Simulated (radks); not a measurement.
Valence configurations of the erbium ion Er+ (all share [Xe]). Method: non-relativistic Kohn-Sham, PBE, spin-polarised, spherical densities, point nucleus; open shells are filled with parallel spins first (spin-orbit coupling, left out, can overturn this in heavy ions); relativity is left out, which matters for an element this heavy; computed with a radial shooting solver on a logarithmic mesh with Libxc functionals. Energies are relative to 4f12 6s1; eigenvalues in eV for spin up.

| valence | E (eV) | moment (Bohr magnetons) | e(4f) | e(5d) | e(6p) | e(6s) |
|---|---|---|---|---|---|---|
| 4f12.5 6s0.5 | -1.203 | 2 | -9.738 | - | - | -7.694 |
| 4f13 | -0.974 | 1 | -5.758 | - | - | - |
| 4f12 6s1 | 0.000 | 3 | -14.351 | - | - | -8.735 |
| 4f12 5d1 | 1.368 | 3 | -12.108 | -6.149 | - | - |
| 4f12 6p1 | 2.931 | 3 | -15.512 | - | -6.395 | - |
| 4f11.5 5d0.5 6s1 | 3.165 | 4 | -18.062 | -8.465 | - | -9.149 |
| 4f11.5 6s1.5 | 3.274 | 3 | -19.460 | - | - | -9.462 |
| 4f11 5d1 6s1 | 7.521 | 5 | -21.920 | -9.335 | - | -9.487 |
| 4f11 6s1 6p1 | 11.186 | 5 | -25.885 | - | -7.632 | -11.166 |
| 4f10 6s1 6p2 | 31.782 | 7 | -38.544 | - | -9.185 | -13.309 |

NIST lists [Xe] 4f12 6s1 as the ground configuration; this level of theory puts 4f12.5 6s0.5 lower, by 1.203 eV. The energies are those of spherical high-spin densities, not of single terms. Relativity is left out, which favours d and f over s occupation in heavy atoms.
